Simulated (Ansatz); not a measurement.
System: H5Si2O, charge 0, doublet. H5Si2O (SMILES [SiH2]O[SiH3], doublet).
B3LYP-D3(BJ)/def2-TZVP minimum from Ansatz (a quantum-chemistry and plane-wave program):
```xyz
8

Si     1.6070    -0.2757    -0.0264
O     -0.0177    -0.3028     0.1994
Si    -1.4922     0.3421    -0.1230
H      2.1205     1.1084     0.1864
H      2.2190    -1.2087     0.9569
H     -2.4551    -0.1921     0.8625
H     -1.9154    -0.0345    -1.4908
H     -1.4348     1.8189    -0.0187
```
Charge 0, spin multiplicity 2.

Total energies in cc-pV(D+d)Z, 19 correlated electrons, 11 frozen orbitals. Radicals and triplets start from unrestricted determinants; spin-orbit coupling is neglected. Correlated methods leave the cores frozen. No relativity.

| method | program | energy (Eh) | minus CCSDT(Q) (mEh) |
|---|---|---|---|
| HF | Ansatz | -655.68536 | 421.43 |
| MP2 | Ansatz | -656.05287 | 53.91 |
| CCSD | Ansatz | -656.09601 | 10.78 |
| CCSD(T) | Ansatz | -656.10496 | 1.82 |
| CCSDT(Q) | Ansatz | -656.10679 | 0.00 |

Rough core times of Ansatz's runs on a shared machine: CCSD(T) under 20 s, CCSDT(Q) 80 min.
